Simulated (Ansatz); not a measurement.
Reaction (isomerisation): `[CH3][Al]([F])[SH]` → `C[S][AlH][F]`

Isolated molecules relaxed with PBE0-D4/def2-TZVP in Ansatz; ΔE leaves out vibrations. CBS: MP2 limit from def2 TZ/QZ plus the TZ coupled-cluster correction, frozen cores. This one scheme is used for every species. Functionals use def2-TZVPP. One conformer a species, not always the lowest.

`[CH3][Al]([F])[SH]`:

Z-matrix (Å, degrees):
```
C
Al 1 1.934
H 1 1.092 2 112.6
H 1 1.094 2 110.4 3 120.9
H 1 1.094 2 110.5 3 -121.0
F 2 1.650 1 120.1 3 178.5
S 2 2.176 1 125.7 3 -1.6
H 7 1.344 2 92.4 1 0.1
```

`C[S][AlH][F]`:

Z-matrix (Å, degrees):
```
C
S 1 1.825
H 1 1.091 2 112.1
H 1 1.089 2 108.6 3 120.5
H 1 1.089 2 108.7 3 -120.5
Al 2 2.158 1 99.4 3 0.2
F 6 1.647 2 118.3 1 180.0
H 6 1.574 2 121.8 1 -0.1
```

| level | ΔE (kcal/mol) |
| --- | --- |
| B97M-V | 15.5 |
| r2SCAN0-D4 | 17.3 |
| BHLYP-D4 | 16.5 |
| PBE0 | 16.6 |
| BHLYP | 16.7 |
| HF/def2-TZVPP | 15.8 |
| MP2/def2-TZVPP | 17.1 |
| SCS-MP2/def2-QZVPP | 16.1 |

Q: What does CCSD(T)/CBS give? (An estimate is asked.)

A: Ansatz gave: +16.7 kcal/mol. The listed levels differ from it by -1.2, 0.6, -0.2, -0.1, 0.0, -0.9, 0.4, -0.6 kcal/mol.

Q: What do rigid-rotor, harmonic-oscillator terms from PBE0-D4/def2-TZVP frequencies (298.15 K, 1 bar) make of the CCSD(T)/CBS value? (Estimate.)

A: Computed: ΔZPE = +0.6 kcal/mol, ΔH = +17.0 kcal/mol, ΔS = -14 J/(mol·K), ΔG = +18.0 kcal/mol. Modes under 50 cm⁻¹ make the entropy rough.

Largest T1 diagnostic among the species: 0.012.

In def2-TZVPP, CCSD(T) changes the Hartree–Fock value by +1.2 kcal/mol (the triples alone add −0.2 kcal/mol) and MP2 by +1.3 kcal/mol. Leaving LDA and LC-ωPBE aside and taking each functional with its dispersion term where it has one, the values, not all of them listed here, spread over 2.2 kcal/mol, from revPBE-D4 to r2SCANh-D4.
